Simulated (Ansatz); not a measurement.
`CB[Si]1(N)C=N1` and `N[Si]1(F)C=N1` differ in one atom or group.

Ansatz, PBE0-D4/def2-TZVP geometries, multiplicity 1. Each molecule was computed in one conformer, which needn't be the lowest.

```csv
property,`CB[Si]1(N)C=N1`
size of the dipole moment (B3LYP/def2-TZVPP) / D,2.58
HOMO energy (PBE/def2-TZVPP) / eV,-4.95
size of the dipole moment (PBE/def2-TZVPP) / D,2.32
HOMO energy (B3LYP/def2-TZVPP) / eV,-5.79
LUMO energy (B3LYP/def2-TZVPP) / eV,-2.28
HOMO energy (PBE0/def2-TZVPP) / eV,-5.98
```

(1) Give the same properties after the change, and the shifts. (Estimate.)

Answers

(1) The calculation gave: 
| property | `N[Si]1(F)C=N1` | shift |
| --- | --- | --- |
| size of the dipole moment (B3LYP/def2-TZVPP) / D | 3.06 | 0.48 |
| HOMO energy (PBE/def2-TZVPP) / eV | -5.07 | -0.12 |
| size of the dipole moment (PBE/def2-TZVPP) / D | 2.96 | 0.64 |
| HOMO energy (B3LYP/def2-TZVPP) / eV | -6.20 | -0.41 |
| LUMO energy (B3LYP/def2-TZVPP) / eV | -1.07 | 1.21 |
| HOMO energy (PBE0/def2-TZVPP) / eV | -6.40 | -0.42 |

With PBE0 the HOMO falls by 0.42 eV and the LUMO rises by 1.28 eV, so the gap widens by about 1.70 eV. PBE moves the HOMO by -0.12 eV and ωB97M-V by -0.61 eV. Dipoles are sizes alone; their direction can turn.

B3LYP here is the variant with VWN-RPA as its local correlation; programs differ in this.
